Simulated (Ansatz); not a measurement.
CH5BSe2, SMILES `CB([SeH])[SeH]`. The species carries charge 0 and has multiplicity 1.

```xyz
9

C     0.261   -0.262   -0.869
B    -0.161    0.196    0.565
Se   -1.849    1.080    0.931
Se    0.934   -0.134    2.133
H     1.345   -0.272   -1.007
H    -0.088   -1.291   -1.020
H    -0.185    0.346   -1.659
H    -2.288    1.111   -0.470
H     2.031   -0.775    1.396
```

Problem. What are the harmonic wavenumbers in cm⁻¹ at PBE0-D4/def2-TZVP (Ansatz, finite differences of forces, unscaled)? (An estimate is asked.)

Solution. Computed: 47, 145, 230, 241, 346, 381, 410, 637, 761, 768, 839, 1005, 1098, 1327, 1442, 1461, 2441, 2442, 3037, 3106, 3133.

Problem. Is this a minimum?

Solution. Yes, all 21 modes are real.

Problem. Give the ideal-gas thermochemistry at 298.15 K and 1 bar (rigid rotor, harmonic oscillator; point group Cs, symmetry number 1).

Solution. Zero-point energy 151.3 kJ/mol; H(298) − E = 171.7 kJ/mol; entropy 359.4 J/(mol·K), of which translation 174.0, rotation 119.5, vibration 65.9; G(298) − E = 64.5 kJ/mol. Modes under 100 cm⁻¹ are hindered rotations or soft bends, so the harmonic entropy is rough.
